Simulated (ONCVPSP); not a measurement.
## Before and after: ONCV potential for tin

```
Element                 : Sn
Generator               : ONCVPSP 4.0.1
Type                    : optimised norm-conserving Vanderbilt (ONCV)
Functional              : PBE
Relativity              : fully relativistic
Frozen core             : [Kr] 4d10
Valence charge          : 4
Reference configuration : 5s2 5p2
Partial waves           : 5s: rc 2.20 bohr, ncon 3, nbas 7, qcut 2.3 1/bohr, 2 projectors, debl 3.1 Ha; 5p: rc 2.30 bohr, ncon 5, nbas 8, qcut 3.7 1/bohr, 2 projectors, debl 0.3 Ha; d scattering state at 0.23 Ha: rc 2.40 bohr, ncon 4, nbas 9, qcut 3.8 1/bohr, 3 projectors, debl 3.8 Ha
Local potential         : polynomial inside 1.45 bohr (lpopt 5, dvloc0 2 Ha)
Core correction         : none
```

Open shells are filled in proportion to 2j + 1.

Change: all radii scaled by about 1.20 (s 2.64, p 2.76, d 2.88 bohr); local potential polynomial inside 1.74 bohr (lpopt 5, dvloc0 2 Ha).

Cutoffs: the cutoffs (Ha) at which the residual kinetic energy of the hardest occupied pseudo-wave falls to 1 and 0.1 mHa per electron; they do not see the model core or the augmentation charge, which bear on the density cutoff. Errors are all-electron minus pseudo energies relative to the spin-unpolarised reference configuration.

Problem. How do hardness, ghosts and transferability respond?

Solution. The potential gets softer (24 Ha and 40 Ha → 8.2 Ha and 22 Ha); the lowest positive-energy flag moves from p3/2 at 46.2 eV to s at 80.1 eV; of the 4 tests that both files solve, the error grows in 1 and shrinks in 2 by more than 15 % and 0.3 meV (median size 51.4 → 21.9 meV); neither file shows a bound ghost. A larger radius leaves more room for a smooth pseudo-wave, so fewer plane waves are needed.

```tsv
quantity	base	changed
cutoff, loose	24 Ha	8.2 Ha
cutoff, tight	40 Ha	22 Ha
loose cutoff by channel	s 24 Ha, p 5.6 Ha	s 8.2 Ha, p 5.1 Ha
bound ghosts	none	none
GHOST(+) flags under 300 eV	p3/2 at 46.2 eV, s at 46.8 eV, p1/2 at 62.0 eV, d5/2 at 244.4 eV, d3/2 at 245.0 eV	s at 80.1 eV
error for 5s2 5p1, meV [ΔE 6.89 eV]	+1.4	+1.5
error for 5s2 5p0, meV [ΔE 20.86 eV]	+29	+36
error for 5s1 5p0, meV [ΔE 51.83 eV]	+123	+58
error for 5s0 5p4, meV [ΔE 14.15 eV]	+74	-7.6
```

Base: The cutoffs count occupied waves only; projector 3 of the d channel, the hardest unoccupied one, needs 89 Ha at the loose tolerance. Changed file: The cutoffs count occupied waves only; projector 2 of the s channel, the hardest unoccupied one, needs 27 Ha at the loose tolerance.
